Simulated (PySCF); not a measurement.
CrO2Cl2, SMILES [O]=[Cr](=[O])([Cl])[Cl], multiplicity 1.

Geometry optimised at PBE-D3(BJ)/def2-SVP. The spin state was assumed, not searched. The isomer is the one that the SMILES or the coordinates give; other isomers of the formula were not compared.

Computed with PBE/def2-TZVP (PySCF).

The molecule is in vacuum.

Task: Estimate the frontier levels, gap, dipole moment and polarisability. (Estimate from the structure and the level; the computed values follow.)

Result: 
| Item | Value |
|---|---|
| highest occupied level | -8.33 eV |
| lowest empty level | -5.82 eV |
| orbital gap | 2.51 eV |
| dipole moment | 0.77 D |
| quadrupole, principal values (traceless, Buckingham form, about the centre of nuclear charge) | -2.04, -0.57, 2.61 D·Å |
| mean static polarisability | 65.6 bohr³ (9.73 Å³) |
| polarisability, principal values | 52.4, 62.7, 81.8 bohr³ |
